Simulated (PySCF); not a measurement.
**Mayer bond orders and bond lengths**

Compound: H13NOSi5.
Atom-mapped SMILES: `[SiH3:1][SiH2:2][O:3][SiH2:4][N:5]([SiH3:6])[SiH3:7]` (hydrogens: H8, H9, H10 on Si1; H11, H12 on Si2; H13, H14 on Si4; H15, H16, H17 on Si6; H18, H19, H20 on Si7)

Geometry (PBE0-D3(BJ)/def2-SVP, Å), atoms numbered from 1 in this order:
```xyz
20
H13NOSi5 angstrom
Si     1.995   -0.610    1.178
Si     2.414    0.920   -0.556
O      1.026    1.277   -1.401
Si    -0.589    0.972   -1.569
N     -1.201   -0.030   -0.272
Si    -1.453   -1.750   -0.540
Si    -1.807    0.766    1.177
H      1.454   -1.894    0.636
H      1.032   -0.055    2.178
H      3.285   -0.904    1.880
H      2.975    2.185    0.008
H      3.420    0.341   -1.498
H     -0.811    0.259   -2.857
H     -1.301    2.280   -1.543
H     -2.820   -2.036   -1.077
H     -0.443   -2.232   -1.528
H     -1.297   -2.480    0.752
H     -0.975    1.978    1.437
H     -1.721   -0.177    2.330
H     -3.232    1.194    1.021
```

Bond orders from the PBE0/pcSseg-1 density (PySCF). Isolated species at its PBE0-D3(BJ)/def2-SVP geometry (one conformer only).

Question: How far do the computed orders between heavy atoms stray from the drawn ones?

Answer: The largest departure is 0.145, at N5–Si7 (drawn single, 0.855) and N5–Si6 (drawn single, 0.857). Drawn single, order below 0.88: N5–Si6 (0.857) and N5–Si7 (0.855).

Question: Set the Mayer orders of the bonds beside their lengths.

Answer: 
```csv
bond,drawn as,length (Å),Mayer order
Si1–Si2,single,2.350,0.907
Si2–O3,single,1.664,0.886
O3–Si4,single,1.652,0.947
Si4–N5,single,1.749,0.889
N5–Si6,single,1.759,0.857
N5–Si7,single,1.761,0.855
Si1–H8,single,1.495,0.911
Si1–H9,single,1.495,0.911
Si1–H10,single,1.497,0.933
Si2–H11,single,1.494,0.908
Si2–H12,single,1.495,0.908
Si4–H13,single,1.489,0.918
Si4–H14,single,1.489,0.918
Si6–H15,single,1.496,0.931
Si6–H16,single,1.493,0.943
Si6–H17,single,1.492,0.944
Si7–H18,single,1.494,0.940
Si7–H19,single,1.492,0.944
Si7–H20,single,1.496,0.932
```

Bonds between the same two heavy elements. O–Si: lowest Si2–O3 (0.886, 1.664 Å), highest O3–Si4 (0.947, 1.652 Å). N–Si: lowest N5–Si7 and N5–Si6 (0.855, 1.761 Å), highest Si4–N5 (0.889, 1.749 Å). Bonds named together lie within 0.004.

Question: Sum the orders of all bonds at each heavy atom with more than one neighbour and set the sums beside the valence in the SMILES.

Answer: Si1 3.662 (drawn 4), Si2 3.609 (drawn 4), O3 1.833 (drawn 2), Si4 3.672 (drawn 4), N5 2.601 (drawn 3), Si6 3.675 (drawn 4), Si7 3.671 (drawn 4). Orders between atoms that aren't bonded are not in these sums.

For a closed shell the Mayer order of atoms A and B is Σ (PS)μν (PS)νμ over the basis functions μ on A and ν on B, with P the density and S the overlap matrix.
